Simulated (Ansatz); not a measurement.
```xyz
8

B    -0.187   -0.796    1.128
O    -0.483   -0.761   -0.192
B    -0.119    0.089   -1.198
F    -0.333   -0.332   -2.434
S     0.599    1.736   -1.018
H    -0.723   -1.632    1.792
H     0.594   -0.014    1.599
H     0.651    1.710    0.324
```

The species carries charge 0 and has multiplicity 1.

**Question.** List the B3LYP/def2-TZVPP orbital energies in eV (Ansatz 0.2.0). (Best estimate.)

**Answer.** Computed: Occupied: -2418.34, -672.13, -521.82, -216.38, -186.73, -185.01, -160.93, -160.84, -160.76, -33.50, -28.95, -20.77, -17.12, -15.07, -13.43, -13.30, -13.07, -11.78, -11.43, -11.27, -9.85, -8.86, -8.00. Lowest empty: -1.70, 0.06, 0.27, 0.76, 1.78, 2.11, 2.48, 2.78.

B3LYP here is the variant with VWN-RPA as its local correlation; programs differ in this.
